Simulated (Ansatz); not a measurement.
CH4BFOS, SMILES `FBOCS`, charge 0, multiplicity 1.

Question: Give a relaxed structure at PBE0-D4/def2-TZVP (Ansatz). (Best estimate.)

Answer: The calculation gave: 
```xyz
9

F    -2.211    0.284    1.653
B    -1.151   -0.254    1.077
O    -0.752    0.271   -0.097
C     0.397   -0.211   -0.750
S     1.910    0.649   -0.283
H    -0.601   -1.183    1.594
H     0.229   -0.113   -1.821
H     0.581   -1.262   -0.512
H     1.597    1.820   -0.860
```
This is one stationary point; other conformers may exist.
